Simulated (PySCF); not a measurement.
H₆NSi₂, SMILES [SiH2]N[SiH3], multiplicity 2.

The structure is a stationary point at PBE0-D3(BJ)/def2-SVP. The isomer is the one that the SMILES or the coordinates give; other isomers of the formula were not compared.

Level of theory: PySCF with PBE0/def2-TZVPD.

Computed frontier levels, dipole moment and polarisability:
```yaml
"α spin, highest occupied and lowest empty level": -5.59 and -0.39 eV
"β spin, highest occupied and lowest empty level": -8.05 and -2.00 eV
dipole_moment: 1.02 D
quadrupole, principal values (traceless, Buckingham form, about the centre of nuclear charge): -2.72, -1.48, 4.20 D·Å
mean_static_polarisability: 69.7 bohr³ (10.33 Å³)
polarisability_principal_values: 61.9, 63.4, 83.8 bohr³
"⟨S²⟩": 0.753 (pure state 0.75)
```
